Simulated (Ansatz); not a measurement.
`C#[C][Al]([NH2])[NH2]` and `[NH2][Al]([NH2])[SH]` differ in one atom or group.

Ansatz, PBE0-D4/def2-TZVP geometries, multiplicity 1. Each molecule was computed in one conformer, which needn't be the lowest.

```csv
property,`C#[C][Al]([NH2])[NH2]`
LUMO energy (B3LYP/def2-TZVPP) / eV,-0.36
HOMO–LUMO gap (PBE0/def2-TZVPP) / eV,6.87
HOMO energy (PBE/def2-TZVPP) / eV,-5.61
HOMO energy (PBE0/def2-TZVPP) / eV,-7.02
LUMO energy (ωB97M-V/def2-TZVPP) / eV,1.70
LUMO energy (PBE0/def2-TZVPP) / eV,-0.15
```

What does the change do to each property? (Best estimate.)

The calculation gave: 
```
                             property  `[NH2][Al]([NH2])[SH]`  shift
  LUMO energy (B3LYP/def2-TZVPP) / eV                   -0.30   0.06
 HOMO–LUMO gap (PBE0/def2-TZVPP) / eV                    7.13   0.26
    HOMO energy (PBE/def2-TZVPP) / eV                   -5.70  -0.09
   HOMO energy (PBE0/def2-TZVPP) / eV                   -7.12  -0.10
LUMO energy (ωB97M-V/def2-TZVPP) / eV                    1.49  -0.21
   LUMO energy (PBE0/def2-TZVPP) / eV                    0.01   0.16
```

With PBE0 the HOMO falls by 0.10 eV and the LUMO rises by 0.16 eV, so the gap widens by about 0.26 eV. PBE moves the HOMO by -0.09 eV and ωB97M-V by 0.03 eV. The zero-point energy changes by -25.4 kJ/mol with -3 modes.

B3LYP here is the variant with VWN-RPA as its local correlation; programs differ in this.
